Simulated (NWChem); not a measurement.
Ionisation of tert-butylthiol (C4H10S)

```xyz
15

C      1.1028    -0.0785    -1.2568
C      0.2537    -0.2429     0.0000
C      1.1028    -0.0785     1.2568
C     -0.4449    -1.6017     0.0000
S     -1.1164     1.0002     0.0000
H      1.8944    -0.8467    -1.2865
H      0.4894    -0.1765    -2.1643
H      1.5924     0.9074    -1.2824
H      0.4894    -0.1765     2.1643
H      1.8944    -0.8467     1.2865
H      1.5924     0.9074     1.2824
H     -1.0778    -1.7257     0.8920
H     -1.0778    -1.7257    -0.8920
H      0.3066    -2.4075     0.0000
H     -0.3279     2.0977     0.0000
```
Charge 0, spin multiplicity 1.

Program: NWChem. Structure: optimised with PBE0/def2-SVP, held to Cs symmetry and with no frequency check, so it may be a saddle point. It is one conformer; others weren't searched.

Basis set: def2-SVP. −ε marks an orbital energy of the parent.

B3LYP has NWChem's definition, with VWN1-RPA local correlation.

Q: Order these methods by the first vertical ionisation energy they give, lowest first: −ε(HOMO) of HF, −ε(HOMO) of B3LYP, −ε(HOMO) of BLYP, −ε(HOMO) of PBE, −ε(HOMO) of TPSS.

A: −ε(HOMO) of BLYP (5.04 eV), −ε(HOMO) of PBE (5.23 eV), −ε(HOMO) of TPSS (5.40 eV), −ε(HOMO) of B3LYP (6.25 eV), −ε(HOMO) of HF (9.50 eV)
